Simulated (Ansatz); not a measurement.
Species: CH$_{3}$NO, SMILES `NC=O` (charge 0, multiplicity 1).

**Question.** Give a relaxed geometry from CAM-B3LYP-D3(BJ)/def2-TZVP (Ansatz, a program for electronic structure).

**Answer.** the end point of this relaxation (outside a Z-matrix the atoms follow the SMILES, hydrogens last).
Z-matrix (Å, degrees):
```
C
O 1 1.2047
N 1 1.3517 2 124.79
H 3 1.0033 1 121.33 2 -180.00
H 3 1.0063 4 119.51 1 -179.99
H 1 1.1041 2 122.57 3 -179.99
```
